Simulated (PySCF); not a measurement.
Isomers of C6H11Cl, from PBE0-D3(BJ)/def2-SVP geometry optimisation, gas phase in PySCF. One conformer each, no zero-point energy, no frequencies.

Question: Which is lower in electronic energy at this level?
A. `[CH3:1][C:2]([CH3:3])=[C:4]([CH3:5])[CH2:6][Cl:7]` with C2–C4–C6–Cl7 -102°: A = 3250, B = 1301, C = 1040 MHz, dipole 2.21 D
B. `[Cl:1][CH2:2][CH:3]1[CH2:4][CH2:5][CH2:6][CH2:7]1` with Cl1–C2–C3–C4 -60°, C2–C3–C4–C5 139°, C3–C4–C5–C6 15°, C4–C5–C6–C7 -35°, C5–C6–C7–C3 42°: A = 4030, B = 1314, C = 1265 MHz, dipole 1.83 D

Answer: B. That is `C1CCCC1CCl`, 16.5 kcal/mol below the other.

```tsv
SMILES	mapped SMILES	E (Eh)	relative (kcal/mol)	relative (kJ/mol)	dipole (D)
ClCC1CCCC1	[Cl:1][CH2:2][CH:3]1[CH2:4][CH2:5][CH2:6][CH2:7]1	-694.73727	0.0	0.0	1.83
CC(C)=C(C)CCl	[CH3:1][C:2]([CH3:3])=[C:4]([CH3:5])[CH2:6][Cl:7]	-694.71090	16.5	69.2	2.21
```

As drawn, the higher has a C=C bond outside aromatic rings, which the lower lacks.
